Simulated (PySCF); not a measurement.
**Shifts of the heteroatoms**

Mapped SMILES: `[F:1][C:2]([F:3])([F:4])[C@@H:5]1[CH2:6][CH2:7][Si@@H:8]1[Cl:9]`; H(Xn) means a hydrogen on atom n. Ha(C6), Ha(C7) are cis to C2 on the ring; Hb(C6), Hb(C7) are trans to C2 on the ring.

PySCF 2.14 calculation with shieldings: GIAO PBE0/pcSseg-1 and geometry: GFN2-xTB; single conformer, non-relativistic Hamiltonian, in vacuum, fast rotation and ring inversion assumed for equivalent nuclei.

Question: Where does ¹⁹F resonate?

Answer: 
```
   atoms              environment  σ (ppm)  δ (ppm)
F1/F3/F4  fluorine of a CF3 group    249.1    -64.1
```

Shieldings were converted by a linear fit to measured shifts: ¹⁹F: δ = 146.13 − 0.903σ +14.6 on sp3 carbon (rms 6.0 ppm, 223 shifts, 7.0 ppm with the 5 outliers that the fit left out vs CFCl3, solution or neat liquid). Occasional misses reach two or three times the rms, and more in compound classes unlike the fitted ones.

On a 300 MHz spectrometer ¹⁹F resonates near 282.3 MHz, so 1 ppm is 282.3 Hz.

Question: What are the ²⁹Si shifts?

Answer: 
| atoms | environment | σ (ppm) | δ (ppm) |
| --- | --- | --- | --- |
| Si8 | silicon bonded to 2 C, Cl, H, in a 4-membered ring | 344.2 | -3.0 |

Shieldings were converted by a linear fit to measured shifts: ²⁹Si: δ = 279.94 − 0.822σ (rms 8.9 ppm, 72 shifts, 25.8 ppm with the 6 outliers that the fit left out vs TMS, solution or neat liquid). A few per cent of atoms miss by over 2 rms, more outside the fitted compound classes.

On a 600 MHz spectrometer ²⁹Si resonates near 119.2 MHz, so 1 ppm is 119.2 Hz.
